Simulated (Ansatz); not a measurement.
A set of 12 reactions (hydrolysis), with CCSD(T)/CBS values in kJ/mol:

```json
{"reaction": "`[OH][Al]([F])[F]` + H₂O → `[OH][Al]([OH])[F]` + H–F", "ΔE": "46.0"}
{"reaction": "`C[O][Ga]([CH3])[Cl]` + H₂O → `C[O][Ga]([OH])[Cl]` + CH₄", "ΔE": "-55.3"}
{"reaction": "`C[O][Al]([Cl])[Cl]` + H₂O → `C[O][Al]([OH])[Cl]` + HCl", "ΔE": "27.3"}
{"reaction": "`[SiH3][SiH]1BN1` + H₂O → `O[SiH]1BN1` + SiH₄", "ΔE": "-92.0"}
{"reaction": "`NCB(O)Cl` + H₂O → `OB(O)Cl` + CH₃NH₂", "ΔE": "-123.5"}
{"reaction": "`[NH2][Nb](=[O])([Cl])[Cl]` + H₂O → `[O]=[Nb]([OH])([Cl])[Cl]` + NH₃", "ΔE": "-31.2"}
{"reaction": "`[Cl][Ga]([Br])[Br]` + H₂O → `[OH][Ga]([Cl])[Br]` + HBr", "ΔE": "67.7"}
{"reaction": "`CC(C)[O][Sn][F]` + H₂O → `CC(C)[O][Sn][OH]` + H–F", "ΔE": "51.3"}
{"reaction": "`C[SiH2][SiH](F)F` + H₂O → `C[SiH2][SiH](O)F` + H–F", "ΔE": "39.3"}
{"reaction": "`C[O][GeH2][SH]` + H₂O → `C[O][GeH2][OH]` + H₂S", "ΔE": "23.9"}
{"reaction": "`N[SiH]1OCO1` + H₂O → `O[SiH]1OCO1` + NH₃", "ΔE": "-39.5"}
{"reaction": "`[MgH][O][SiH3]` + H₂O → `[OH][MgH]` + `O[SiH3]`", "ΔE": "40.6"}
```

Isolated molecules relaxed with PBE0-D4/def2-TZVP in Ansatz; ΔE leaves out vibrations. CBS: MP2 limit from def2 TZ/QZ plus the TZ coupled-cluster correction, frozen cores. This one scheme is used for every species. DFT in def2-TZVPP. B3LYP here is the variant with VWN-RPA as its local correlation; programs differ in this. Elements past krypton have def2 core potentials. For Br, Ga, Ge, Mg, Nb, Sn outer-core shells are correlated without core-valence functions, which leaves a few kJ/mol of doubt a bond. Scalar relativity is left out up to krypton. One conformer a species, not always the lowest.

Problem. Give the mean, mean absolute and largest difference (level minus CCSD(T)/CBS, kJ/mol) for: r2SCAN-D4, PBE0-D4, B3LYP-D4, ωB97X-V, ωB97M-V, B2PLYP, PBE, B3LYP, HF/def2-TZVPP, MP2/def2-TZVPP, CCSD/def2-TZVPP, CCSD(T)/def2-TZVPP, MP2/def2-QZVPP, HF/CBS(def2). (An estimate is asked.)

Solution. Computed: 
```csv
level,mean,mean absolute,largest
r2SCAN-D4,-2.9,4.2,-9.8
PBE0-D4,1.0,3.4,13.0
B3LYP-D4,-2.8,3.7,-7.3
ωB97X-V,-3.6,4.7,-9.2
ωB97M-V,-3.0,3.8,-8.1
B2PLYP,-5.3,6.0,-11.3
PBE,-0.8,4.5,15.3
B3LYP,-5.2,7.0,-14.0
HF/def2-TZVPP,-7.6,11.1,-27.5
MP2/def2-TZVPP,-3.6,3.6,-8.2
CCSD/def2-TZVPP,-4.0,4.0,-7.9
CCSD(T)/def2-TZVPP,-3.5,3.5,-7.4
MP2/def2-QZVPP,-1.5,1.9,-7.0
HF/CBS(def2),-7.3,11.6,-28.7
```

The largest T1 diagnostic in the set is 0.021, for `[O]=[Nb]([OH])([Cl])[Cl]` (customary mark 0.02).

CCSD(T)/CBS is a level of theory with its own doubt, and the functionals carry their triple-zeta basis error, so these figures describe this set and don't rank the functionals.
